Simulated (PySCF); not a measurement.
CH6Cl2OSi2, SMILES C[Si](Cl)(Cl)[SiH2]O.

The structure is a stationary point at PBE0-D3(BJ)/def2-SVP. This is a generated structure with no PubChem entry under its InChIKey; it may be hypothetical. One conformer was computed; it need not be the lowest.

All values below come from HF/def2-TZVP run with PySCF.

Gas-phase values at a fixed geometry.

* **total energy**: -1613.35450 hartree
* **highest occupied level**: -10.77 eV
* **lowest empty level**: 2.52 eV
* **orbital gap**: 13.29 eV
* **dipole moment**: 0.268 e·Å
* **quadrupole, principal values (traceless, Buckingham form, about the centre of nuclear charge)**: -9.66, 2.61, 7.05 D·Å
* **mean static polarisability**: 83.4 bohr³ (12.37 Å³)
* **polarisability, principal values**: 79.2, 84.9, 86.2 bohr³
